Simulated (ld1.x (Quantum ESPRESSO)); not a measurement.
## Scattering properties, TM potential for dysprosium (Dy)

| Item | Value |
| --- | --- |
| Element | Dy (Z = 66) |
| Generator | ld1.x (Quantum ESPRESSO) 7.5 |
| Type | norm-conserving Troullier–Martins (Kleinman–Bylander form) |
| Functional | revPBE |
| Relativity | non-relativistic |
| Frozen core | [Kr] 4d10 |
| Valence charge | 20 |
| Reference configuration | 4f10 5s2 5p6 5d0 6s0 6p0 (charge +2) |
| Partial waves | 5s (bound): rc 1.95 bohr; 5p (bound): rc 1.40 bohr; 5d (bound, empty): rc 3.05 bohr; 4f (bound): rc 0.75 bohr |
| Local potential | all-electron potential smoothed inside 0.80 bohr (lloc = -1) |
| Core correction | none |

The phase is arctan(r·u′/u) with u = r·R(r), unwrapped; energies in Ry, scanned from -6 to 5 Ry. A pole is an energy at which the radial function vanishes at the test radius. The pseudo phase is shifted by a multiple of π to meet the all-electron one at the reference energy, and phase errors are pseudo minus all-electron; the curves can meet again beyond the range given. Levels narrower than the energy grid can be missing from the lists of poles.

Task: For each channel, where are the poles, and over which energies does the pseudopotential scatter like the atom?

Result:

```
channel  radius (bohr)  reference energy (Ry)  poles, all-electron      poles, pseudo  unbroken range about the reference energy with phases within 0.05 rad  phase error 1 Ry above the reference energy (rad)
      s           3.29                  -4.08          -4.05, 0.79  -4.05, 0.19, 2.64                                                             below -1.5                                             -0.001
      p           3.29                  -2.78          -2.71, 1.67        -2.71, 1.62                                                              below 3.7                                             -0.000
      d           3.29                  -1.02          -0.62, 3.49  -0.63, 0.58, 3.77                                                              below 0.2                                             -0.015
      f           3.29                  -1.50          -1.48, 1.74        -1.48, 1.75                                                              below 3.7                                             +0.000
```

A Bessel basis up to 400 Ry misses an occupied level by 0.04 Ry, so cutoffs and ghosts were not judged.

Phases in the f channel:

```tsv
E (Ry)	all-electron	pseudo
-6.00	1.443	1.443
-5.74	1.440	1.440
-5.48	1.437	1.437
-5.22	1.434	1.434
-4.96	1.430	1.430
-4.70	1.426	1.426
-4.44	1.421	1.421
-4.18	1.417	1.417
-3.92	1.411	1.411
-3.66	1.405	1.405
-3.40	1.398	1.398
-3.14	1.391	1.391
-2.88	1.382	1.382
-2.62	1.371	1.371
-2.36	1.359	1.359
-2.10	1.344	1.344
-1.84	1.322	1.322
-1.58	1.259	1.259
-1.32	-1.830	-1.830
-1.06	-1.877	-1.877
-0.80	-1.929	-1.929
-0.54	-2.004	-2.004
-0.28	-2.132	-2.131
-0.02	-2.393	-2.393
0.24	-3.019	-3.017
0.50	-3.880	-3.877
0.76	-4.309	-4.308
1.02	-4.498	-4.497
1.28	-4.602	-4.601
1.54	-4.671	-4.670
1.80	-4.723	-4.722
2.06	-4.769	-4.768
2.32	-4.814	-4.813
2.58	-4.865	-4.863
2.84	-4.931	-4.928
3.10	-5.034	-5.029
3.36	-5.239	-5.226
3.62	-5.798	-5.756
3.88	-6.874	-6.830
4.14	-7.380	-7.364
4.40	-7.567	-7.559
4.66	-7.660	-7.656
4.92	-7.717	-7.714
```
